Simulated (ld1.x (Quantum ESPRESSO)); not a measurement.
# Reading a pseudo-wave (N)

Columns: radius, all-electron u(r) and pseudo u(r) of the 2p shell (level -37.46 eV) of nitrogen in the configuration [He] 2s2 2p1; Wu–Cohen, scalar-relativistic, ultrasoft scheme, ld1.x (Quantum ESPRESSO) 7.5.

```json
{"r (bohr)": "0.070", "all-electron": "0.0497", "pseudo": "0.0134"}
{"r (bohr)": "0.140", "all-electron": "0.1586", "pseudo": "0.0527"}
{"r (bohr)": "0.210", "all-electron": "0.2881", "pseudo": "0.1151"}
{"r (bohr)": "0.280", "all-electron": "0.4174", "pseudo": "0.1965"}
{"r (bohr)": "0.350", "all-electron": "0.5356", "pseudo": "0.2914"}
{"r (bohr)": "0.420", "all-electron": "0.6377", "pseudo": "0.3936"}
{"r (bohr)": "0.490", "all-electron": "0.7222", "pseudo": "0.4969"}
{"r (bohr)": "0.560", "all-electron": "0.7893", "pseudo": "0.5953"}
{"r (bohr)": "0.630", "all-electron": "0.8399", "pseudo": "0.6834"}
{"r (bohr)": "0.700", "all-electron": "0.8749", "pseudo": "0.7572"}
{"r (bohr)": "0.770", "all-electron": "0.8958", "pseudo": "0.8141"}
{"r (bohr)": "0.840", "all-electron": "0.9043", "pseudo": "0.8528"}
{"r (bohr)": "0.910", "all-electron": "0.9022", "pseudo": "0.8736"}
{"r (bohr)": "0.980", "all-electron": "0.8913", "pseudo": "0.8782"}
{"r (bohr)": "1.050", "all-electron": "0.8730", "pseudo": "0.8689"}
{"r (bohr)": "1.120", "all-electron": "0.8490", "pseudo": "0.8489"}
{"r (bohr)": "1.190", "all-electron": "0.8205", "pseudo": "0.8213"}
{"r (bohr)": "1.260", "all-electron": "0.7886", "pseudo": "0.7891"}
{"r (bohr)": "1.330", "all-electron": "0.7542", "pseudo": "0.7543"}
{"r (bohr)": "1.400", "all-electron": "0.7182", "pseudo": "0.7182"}
{"r (bohr)": "1.470", "all-electron": "0.6812", "pseudo": "0.6812"}
{"r (bohr)": "1.540", "all-electron": "0.6438", "pseudo": "0.6438"}
{"r (bohr)": "1.610", "all-electron": "0.6064", "pseudo": "0.6064"}
{"r (bohr)": "1.680", "all-electron": "0.5695", "pseudo": "0.5695"}
{"r (bohr)": "1.750", "all-electron": "0.5335", "pseudo": "0.5335"}
{"r (bohr)": "1.820", "all-electron": "0.4986", "pseudo": "0.4986"}
```

(1) How many radial nodes do the two functions have?

(2) At about which radius was the pseudo-wave matched?

(3) Where does each function peak?

(4) Is the pseudo-wave norm-conserving?

Results:

(1) The all-electron 2p function has n − l − 1 = 0; the pseudo-wave has 0.

(2) 1.40 bohr, where the columns begin to agree (steps of 0.07 bohr).

(3) Outermost all-electron maximum near 0.84 bohr, pseudo maximum near 0.98 bohr (to the table’s step).

(4) No, it belongs to an ultrasoft set: the norm inside the radius is not constrained, and the difference is carried by the augmentation charge.
